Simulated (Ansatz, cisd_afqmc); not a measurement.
System: CH₄N, charge 1, singlet. CH4N+ (SMILES [NH2+]=C).
B3LYP-D3(BJ)/def2-TZVP minimum from Ansatz (a first-principles code):
```
C
N 1 1.2713
H 2 1.0185 1 121.82
H 2 1.0185 3 116.36 1 -180.00
H 1 1.0846 2 119.73 3 -180.00
H 1 1.0846 5 120.53 2 180.00
```
Charge +1, spin multiplicity 1.

Total energies in cc-pVDZ, 12 correlated electrons, 2 frozen orbitals. UHF or UKS for unpaired electrons; spin-orbit terms are left out. Cores are frozen in correlated methods. No relativity. AFQMC is phaseless with a CISD trial state; ± is one standard error, without the phaseless bias. Outlying blocks are dropped, and bars are widened where a walk drifts. Over all cases where full CI ran beside it in this data, AFQMC minus full CI had a median of +0.1 mEh and passed +0.4 mEh in a tenth of the cases.

```csv
method,program,energy (Eh),minus CCSDTQ (mEh)
HF,Ansatz,-94.39549,329.15
MP2,Ansatz,-94.68731,37.33
CCSD,Ansatz,-94.71422,10.42
CCSD(T),Ansatz,-94.72350,1.14
CCSDT(Q),Ansatz,-94.72471,-0.07
CCSDTQ,Ansatz,-94.72464,0.00
AFQMC/CISD,cisd_afqmc,-94.7240 ± 0.0004,0.7 ± 0.4
```

Rough core times of Ansatz's runs on a shared machine: CCSD(T) under 20 s, CCSDT(Q) 20 s, CCSDTQ 10 min.
